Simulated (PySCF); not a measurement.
## Structure revision by computed shifts

A compound C4H15NOSi3 gives the data below (simulated from a calculation) and was assigned the structure `O[Si@H](C1CCC1)N([SiH3])[SiH3]`.

13C{1H} NMR (computed): δ 30.8 (CH3), 1.7 (CH2), -0.2 (CH2), -3.9 (CH2).

1H NMR (400 MHz, computed): δ 5.71 (m, 1H), 5.32 (m, 1H), 4.62 (m, 1H), 4.41 (m, 1H), 2.75 (s, 3H), 0.89 (br s, 1H), 0.73 (m, 1H), -0.14 (m, 1H), -0.14 (m, 1H), -0.18 (m, 1H), -0.22 (br s, 1H), -0.38 (m, 1H), -0.66 (m, 1H).

[PySCF: shielding tensors at PBE0/pcSseg-1 (GIAO); geometry from GFN2-xTB; fast rotation and ring inversion assumed for equivalent nuclei; no relativistic terms; a single conformation; gas phase]

Referencing at the same level of theory: 1H (σ = 31.72 ppm) and 13C (σ = 186.93 ppm) vs TMS.

(1) Compare with the shifts computed for the proposed structure, pairing carbons in order of shift.

(2) Which isomer fits?

Results:

(1) Atom-mapped SMILES (the numbers label the heavy atoms): `[OH:1][Si@H:2]([CH:3]1[CH2:4][CH2:5][CH2:6]1)[N:7]([SiH3:8])[SiH3:9]` (H(Xn): hydrogen on atom n).

| atom | computed for proposal | given list | difference |
| --- | --- | --- | --- |
| C3 | 22.6 | 30.8 | -8.2 |
| C6 | 22.6 | 1.7 | +20.9 |
| C4 | 22.2 | -0.2 | +22.4 |
| C5 | 21.4 | -3.9 | +25.3 |

The rms difference is 20.3 ppm and the largest +25.3 ppm at C5 (sp3 CH2 in a ring). The carbon types in order of shift don't match either: CH, CH2, CH2, CH2 for the proposal against CH3, CH2, CH2, CH2 in the data. The proposal doesn't fit.

(2) SMILES [Si@@H]1(O)C[SiH2]C[Si@@H](NC)C1.

- Carbon types of the structure: 3 × CH2, 1 × CH3, leaving 6 H on heteroatoms.
- δC 1.7, -0.2, -3.9: sp3 CH2 bonded to 2 Si; an electropositive neighbour leaves it electron-rich and shielded.
- δH 2.75: hydrogen on a methyl carbon bonded to N; its carbon carries N, which withdraws density.
- δH 0.89: hydrogen on an oxygen bonded to Si; exchangeable, gas-phase position.
- δH 0.73, -0.14, -0.14, -0.18, -0.38, -0.66: hydrogen on an sp3 CH2 bonded to 2 Si; an electropositive neighbour shields it, as in TMS itself.

Other isomers checked: C/C(=C/N([SiH3])[SiH3])CO[SiH3] (rms 91.8 ppm).

The shifts were computed for this structure.

The OH or NH signal is concentration- and solvent-dependent in practice; the value given is the gas-phase one. Shifts are as computed. Against solution values, carbons near 30 ppm lie about +3 ppm off and those near 130 ppm about +5 ppm. Of 1211 compounds with measured shifts, 218 miss one by over three times the rms of a fit or turn the order of signals round; such compounds aren't used in these exercises. No couplings were computed; multiplicities are counted from neighbouring protons, with m where these are inequivalent, close in shift, in a saturated or five-membered ring or joined by F or P, and br s for small geminal =CH2 splittings.
